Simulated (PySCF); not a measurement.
Species: C7H12BF.
Geometry (PBE0-D3(BJ)/def2-SVP, Å), atoms numbered from 1 in this order:
```xyz
21
C7H12BF angstrom
B     -1.2419    2.0264   -0.3527
C     -0.2293    0.9193    0.0522
C      0.9588    0.6552   -0.8735
C      2.0814   -0.0937   -0.1637
C      1.5663   -1.1843    0.7248
C      0.2823   -1.3114    1.0705
C     -0.8096   -0.3859    0.6075
C     -1.7481   -1.0818   -0.3655
F     -1.5696   -0.0603    1.7326
H     -0.8518    2.9744   -0.9987
H     -2.3869    2.0163    0.0308
H      0.1658    1.4565    0.9547
H      1.3288    1.6029   -1.2928
H      0.6128    0.0572   -1.7345
H      2.7945   -0.5108   -0.8954
H      2.6770    0.6073    0.4523
H      2.2968   -1.8977    1.1218
H     -0.0423   -2.1253    1.7273
H     -1.2306   -1.3223   -1.3051
H     -2.6099   -0.4335   -0.5834
H     -2.1216   -2.0200    0.0700
```

All values: PBE0/pcSseg-1 (PySCF, non-relativistic), on one gas-phase PBE0-D3(BJ)/def2-SVP geometry that isn't relaxed in the solvent. The solvent is an IEF-PCM continuum (van der Waals radii × 1.2). Specific hydrogen bonds and non-electrostatic terms are outside this model.

Gas phase at PBE0/pcSseg-1: HOMO -7.36 eV, LUMO -1.29 eV, dipole 2.29 D.

Q: What does the continuum do to the energy, the frontier levels and the dipole at PBE0/pcSseg-1 in benzene and dichloromethane?

A: 
```csv
solvent,ε,E(solvent) − E(gas) (kJ/mol),polarisation term (kJ/mol),distortion of the solute (kJ/mol),HOMO (eV),LUMO (eV),dipole (D)
benzene,2.271,-6.95,-7.34,0.39,-7.30,-1.23,2.61
dichloromethane,8.93,-13.34,-14.89,1.55,-7.27,-1.20,2.93
```

The first energy column is the sum of the next two and covers electrostatics alone. From benzene to dichloromethane the lowering changes by a factor 1.92, Onsager's factor (ε − 1)/(2ε + 1) by 1.83 and ε itself by 3.9.

Q: Which radius a makes the point-dipole formula ΔE = −[(ε − 1)/(2ε + 1)]·μ²/a³ give the value in dichloromethane, with the gas-phase dipole?

A: μ = 0.901 au and |ΔE| = 0.00508 Eh give a = 2.15 Å; the farthest nucleus lies 3.25 Å from the centroid of the nuclei, so such a sphere wouldn't even hold the nuclei. The formula assumes a rigid point dipole at the centre of a sphere.

Q: Give the dipole vector in the frame of the coordinates (D, pointing from negative to positive charge), gas and dichloromethane.

A: Gas (1.68, -0.63, -1.42), solvent (2.18, -0.72, -1.82). Its length changes by +28 % and its direction by 2°.

Q: Which Hirshfeld charges (PBE0/pcSseg-1) respond most in benzene (means over atoms taken as equivalent)?

A: 
```csv
atoms,environment,gas (e),solvent (e),change
F9,alkyl fluorine,-0.111,-0.119,-0.008
C6,alkene CH carbon,-0.065,-0.069,-0.004
H17,vinylic hydrogen,+0.047,+0.050,+0.003
H15,methylene hydrogen,+0.044,+0.047,+0.003
H16,methylene hydrogen,+0.042,+0.044,+0.002
H10/H11,B–H hydrogen,-0.059,-0.060,-0.001
H14,methylene hydrogen,+0.035,+0.037,+0.002
H12,methine hydrogen,+0.053,+0.055,+0.002
```

Q: How do the nuclear quadrupole coupling constants eQVzz/h respond in benzene?

A: 
| nucleus | Q (barn) | gas (MHz) | solvent (MHz) | η gas | η solvent |
| --- | --- | --- | --- | --- | --- |
| 11B at B1 | 0.04059 | 6.02 | 6.01 | 0.05 | 0.06 |
